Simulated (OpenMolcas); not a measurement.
## Ti III: from RASSCF to RASPT2

```yaml
Program: OpenMolcas
Basis: ANO-R2 [6s5p4d2f1g]
Scalar_Hamiltonian: X2C, finite nucleus
Active_space: 8 electrons in 8 orbitals (RAS1 3p, at most 2 holes; RAS2 3d)
State_averaging: 2S+1 = 3 even, 10 roots; 2S+1 = 1 even, 15 roots
Spin-orbit_coupling: RASSI with atomic mean-field integrals over the reference wave functions, term energies averaged over their components
```

Methods on the same reference wave functions:
A. RASSCF
B. SS-RASPT2, IPEA 0.25 Eh, imaginary shift 0.1 Eh (closed shells correlated: 3s)

Energies in cm-1 above 3d2 3F2, the measured ground level; measured values from Corliss and Sugar, J. Phys. Chem. Ref. Data 8, 1 (1979).

```
  Level      A      B  Measured
3d2 3F2    0.0    0.0       0.0
3d2 3F3    206    207       185
3d2 3F4    474    474       420
3d2 1D2  10479   8370      8474
3d2 3P0  13004  10780     10538
3d2 3P1  13074  10860     10604
3d2 3P2  13220  11000     10721
3d2 1G4  18428  14450     14398
3d2 1S0  38013  31090     32476
```

Deviations, from unrounded energies. A percentage is the sum of absolute deviations over the sum of measured energies, with the sign that they share, or ± where signs differ.

```
                        Against measurement  Levels      A      B
             mean absolute deviation (cm-1)       8   2400    300
      fine structure of the ground term (%)       2  +12.2  +12.5
other terms of the ground configuration (%)       6  +21.8   ±2.7
```

B lies closest to measurement on these levels. The largest miss of B in the table is 3d2 1S0, by -1400 cm-1. The ranking rests on the paired levels alone, and a cruder setting can come out closer through cancelling errors.

From A to B the spin-free energies of the other terms of 3d2 shown, above 3F, scale by factors of 0.78 to 0.83, as is usual when dynamic correlation screens the repulsion within a d or f shell.

The lowest spin-free term lies below A's lowest term by 0.236 hartree in B.

CASPT2 does not keep the components of a term degenerate, so their means are used; among the terms shown or strongly mixed into the levels shown the widest spread is 530 cm-1 (3d2 1G, B). Active for correlation alone: 3p; no level in the range computed is led by a configuration that opens it, so any true level of that kind is missing. Without dynamic correlation excited terms often stand tens of per cent too high (terms of higher spin than the ground term too low), and those without a measured partner can miss by more than the paired ones (holds for A). Measured partners are found by configuration, term and J. A level has none where our copy of the source lacks it or the pairing is in doubt (some pairs that miss far off the trend of their configuration count as doubtful), and it then counts in no deviation. Only configurations of the active space appear.
